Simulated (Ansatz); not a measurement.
Mulliken charges of CH₅ClN₂Si (`N[Si]1(Cl)CN1`) from B3LYP/def2-TZVPP in Ansatz (PBE0-D4/def2-TZVP geometry).

| atom | x (Å) | y (Å) | z (Å) | charge (e) |
| --- | --- | --- | --- | --- |
| N1 | -1.457 | 0.905 | 0.706 | -0.409 |
| Si2 | -0.010 | 0.481 | -0.043 | 0.649 |
| Cl3 | 0.746 | 2.213 | -0.832 | -0.262 |
| C4 | 0.559 | -1.079 | -0.784 | -0.239 |
| N5 | 0.952 | -0.704 | 0.637 | -0.377 |
| H6 | -1.980 | 0.250 | 1.261 | 0.155 |
| H7 | -1.957 | 1.746 | 0.482 | 0.153 |
| H8 | -0.016 | -2.001 | -0.856 | 0.100 |
| H9 | 1.352 | -1.025 | -1.531 | 0.093 |
| H10 | 1.894 | -0.837 | 0.962 | 0.137 |

Task: By hand: the dipole of these point charges (1 e Å = 4.8032 D).

Result: Σ q r = (-0.321, -0.219, 0.022) e Å, of length 0.389 e Å = 1.87 D.

Task: How does the dipole of the full density compare? (An estimate is asked.)

Result: The calculation gave: (-0.239, -0.058, 0.104) e Å, 1.28 D; the point charges give 1.46 times that, at 28° from its direction.

Point charges leave out the atoms' own dipoles, such as those of lone pairs, and Mulliken's split depends on the basis, so the two needn't agree.

B3LYP here is the variant with VWN-RPA as its local correlation; programs differ in this.
